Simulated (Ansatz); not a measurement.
```xyz
6

N     1.5922    0.3698   -2.0584
C     0.8914    0.1978   -1.1605
Sn   -0.4121   -0.1970    0.4436
F    -0.2403    1.3509    1.5500
H     0.1759   -1.5029    1.3415
H    -2.0070   -0.2186   -0.1162
```

Charge 0, multiplicity 1. Sn: def2 effective core potential.

List the PBE/def2-TZVPP orbital energies in eV (Ansatz 0.2.0). (An estimate is asked.)

Ansatz gave: Occupied: -659.31, -380.92, -269.97, -134.73, -90.71, -90.67, -90.61, -29.11, -27.19, -27.12, -27.06, -27.04, -26.41, -22.76, -14.67, -11.31, -10.21, -10.08, -9.30, -8.97, -8.83, -8.54, -8.51. Lowest empty: -2.52, -1.76, -1.43, -0.75, 0.01, 1.38, 1.56, 1.95.
